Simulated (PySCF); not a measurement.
iodine monochloride cation (ClI), SMILES ClI (connectivity only; charge and spin as stated), charge +1, multiplicity 2. Atoms are numbered in the order given.

```xyz
2

Cl     0.0000     0.0000    -1.6845
I      0.0000     0.0000     0.5403
```
Charge +1, spin multiplicity 2.

Geometry: PBE0-D3(BJ)/def2-TZVP. The multiplicity is an assumed one; other spin states were not compared. The def2 effective core potentials stand for the cores of I; spin–orbit coupling is left out.

These are PBE0-D3(BJ)/def2-TZVP (PySCF) values and carry that method's errors.

Frequencies are harmonic and unscaled.

Q: Give all harmonic wavenumbers and intensities. (Estimate from the structure and the level; the computed values follow.)

A: 
```
mode  ν (cm⁻¹)  IR (km/mol)  moving atoms (share of kinetic energy)
----  --------  -----------  --------------------------------------
1          458          3.8                         Cl 78 %, I 22 %
```
